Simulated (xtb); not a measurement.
xtb input for CsCl, SMILES [Cl][Cs], GFN2-xTB. 

```
$ xtb mol.xyz --gfn 2 --sp --chrg 0 --uhf 0 --json
$ cat mol.xyz
2

Cs     0.00000000     0.00000000    -0.68024719
Cl     0.00000000     0.00000000     2.20079973
```

It prints:

```
[banner left out]
          |                Calculation Setup                |
           -------------------------------------------------



           -------------------------------------------------
          |                 G F N 2 - x T B                 |
           -------------------------------------------------

        Reference                      10.1021/acs.jctc.8b01176
      * Hamiltonian:
        H0-scaling (s, p, d)           1.850000    2.230000    2.230000
        zeta-weighting                 0.500000
      * Dispersion:
        s8                             2.700000
        a1                             0.520000
        a2                             5.000000
        s9                             5.000000
      * Repulsion:
        kExp                           1.500000    1.000000
        rExp                           1.000000
      * Coulomb:
        alpha                          2.000000
        third order                    shell-resolved
        anisotropic                    true
        a3                             3.000000
        a5                             4.000000
        cn-shift                       1.200000
        cn-exp                         4.000000
        max-rad                        5.000000


          ...................................................
          :                      SETUP                      :
          :.................................................:
          :  # basis functions                  14          :
          :  # atomic orbitals                  13          :
          :  # shells                            5          :
          :  # electrons                         8          :
          :  max. iterations                   250          :
          :  Hamiltonian                  GFN2-xTB          :
          :  restarted?                      false          :
          :  GBSA solvation                  false          :
          :  PC potential                    false          :
          :  electronic temp.          300.0000000     K    :
          :  accuracy                    1.0000000          :
          :  -> integral cutoff          0.2500000E+02      :
          :  -> integral neglect         0.1000000E-07      :
          :  -> SCF convergence          0.1000000E-05 Eh   :
          :  -> wf. convergence          0.1000000E-03 e    :
          :  Broyden damping             0.4000000          :
          :  net charge                          0          :
          :  unpaired electrons                  0          :
          ...................................................

 iter      E             dE          RMSdq      gap      omega  full diag
   1     -4.7962501 -0.479625E+01  0.117E+01    2.17       0.0  T
   2     -4.7972568 -0.100667E-02  0.809E+00    1.64       1.0  T
   3     -4.7926459  0.461092E-02  0.299E+00    2.46       1.0  T
   4     -4.7980986 -0.545278E-02  0.599E-01    1.88       1.0  T
   5     -4.7983123 -0.213684E-03  0.108E-01    1.78       1.0  T
   6     -4.7983018  0.105651E-04  0.234E-01    1.75       1.0  T
   7     -4.7983050 -0.322250E-05  0.168E-01    1.76       1.0  T
   8     -4.7983183 -0.132834E-04  0.489E-02    1.77       1.4  T
   9     -4.7983197 -0.144890E-05  0.774E-03    1.78       9.1  T
  10     -4.7983198 -0.445580E-07  0.179E-03    1.78      39.5  T
  11     -4.7983198 -0.238640E-08  0.102E-04    1.78     690.3  T
  12     -4.7983198 -0.689759E-11  0.437E-05    1.78    1618.8  T

   *** convergence criteria satisfied after 12 iterations ***

         #    Occupation            Energy/Eh            Energy/eV
      -------------------------------------------------------------
         1        2.0000           -0.9679638             -26.3396
         2        2.0000           -0.3652909              -9.9401
         3        2.0000           -0.3535535              -9.6207
         4        2.0000           -0.3535535              -9.6207 (HOMO)
         5                         -0.2882691              -7.8442 (LUMO)
         6                         -0.1376719              -3.7462
         7                         -0.1376719              -3.7462
         8                          0.0430975               1.1727
         9                          0.1288792               3.5070
       ...                                ...                  ...
        13                          0.1319330               3.5901
      -------------------------------------------------------------
                  HL-Gap            0.0652844 Eh            1.7765 eV
             Fermi-level           -0.3207938 Eh           -8.7292 eV

 SCC (total)                   0 d,  0 h,  0 min,  0.002 sec
 SCC setup                      ...        0 min,  0.000 sec (  3.708%)
 Dispersion                     ...        0 min,  0.000 sec (  0.734%)
 classical contributions        ...        0 min,  0.000 sec (  0.411%)
 integral evaluation            ...        0 min,  0.000 sec ( 22.815%)
 iterations                     ...        0 min,  0.001 sec ( 54.275%)
 molecular gradient             ...        0 min,  0.000 sec ( 13.943%)
 printout                       ...        0 min,  0.000 sec (  3.733%)

         :::::::::::::::::::::::::::::::::::::::::::::::::::::
         ::                     SUMMARY                     ::
         :::::::::::::::::::::::::::::::::::::::::::::::::::::
         :: total energy              -4.797246739330 Eh    ::
         :: gradient norm              0.000001002755 Eh/a0 ::
         :: HOMO-LUMO gap              1.776479025265 eV    ::
         ::.................................................::
         :: SCC energy                -4.798319768991 Eh    ::
         :: -> isotropic ES            0.084196472695 Eh    ::
         :: -> anisotropic ES          0.002745686489 Eh    ::
         :: -> anisotropic XC         -0.000016043382 Eh    ::
         :: -> dispersion             -0.000558619604 Eh    ::
         :: repulsion energy           0.001073029661 Eh    ::
         :: add. restraining           0.000000000000 Eh    ::
         :: total charge               0.000000000000 e     ::
         :::::::::::::::::::::::::::::::::::::::::::::::::::::

           -------------------------------------------------
          |                Property Printout                |
           -------------------------------------------------

    * Orbital Energies and Occupations

         #    Occupation            Energy/Eh            Energy/eV
      -------------------------------------------------------------
         1        2.0000           -0.9679638             -26.3396
         2        2.0000           -0.3652909              -9.9401
         3        2.0000           -0.3535535              -9.6207
         4        2.0000           -0.3535535              -9.6207 (HOMO)
         5                         -0.2882691              -7.8442 (LUMO)
         6                         -0.1376719              -3.7462
         7                         -0.1376719              -3.7462
         8                          0.0430975               1.1727
         9                          0.1288792               3.5070
        10                          0.1294698               3.5231
        11                          0.1294698               3.5231
        12                          0.1319330               3.5901
        13                          0.1319330               3.5901
      -------------------------------------------------------------
                  HL-Gap            0.0652844 Eh            1.7765 eV
             Fermi-level           -0.3207938 Eh           -8.7292 eV

     #   Z          covCN         q      C6AA      α(0)
Note: The following floating-point exceptions are signalling: IEEE_UNDERFLOW_FLAG IEEE_DENORMAL
normal termination of xtb
     1  55 Cs       0.672     0.642   595.495    85.979
     2  17 Cl       0.672    -0.642   120.477    16.786

 Mol. C6AA /au·bohr⁶  :       1171.207376
 Mol. C8AA /au·bohr⁸  :     278195.822748
 Mol. α(0) /au        :        102.765178


Wiberg/Mayer (AO) data.
largest (>0.10) Wiberg bond orders for each atom

 ---------------------------------------------------------------------------
     #   Z sym  total        # sym  WBO       # sym  WBO       # sym  WBO
 ---------------------------------------------------------------------------
     1  55 Cs   0.636 --     2 Cl   0.636
     2  17 Cl   0.636 --     1 Cs   0.636
 ---------------------------------------------------------------------------

Topologies differ in total number of bonds
Writing topology from bond orders to xtbtopo.mol

molecular dipole:
                 x           y           z       tot (Debye)
 q only:        0.000       0.000      -3.497
   full:       -0.000      -0.000      -3.496       8.886
molecular quadrupole (traceless):
                xx          xy          yy          xz          yz          zz
 q only:        5.024       0.000       5.024       0.000       0.000     -10.049
  q+dip:        4.388       0.000       4.388       0.000      -0.000      -8.776
   full:        4.917       0.000       4.917      -0.000      -0.000      -9.835


           -------------------------------------------------
          | TOTAL ENERGY               -4.797246739330 Eh   |
          | GRADIENT NORM               0.000001002755 Eh/α |
          | HOMO-LUMO GAP               1.776479025265 eV   |
           -------------------------------------------------

------------------------------------------------------------------------
------------------------------------------------------------------------
 total:
 SCF:
```

The run converged.

Cost: about 0.03 core-seconds (a rough figure).
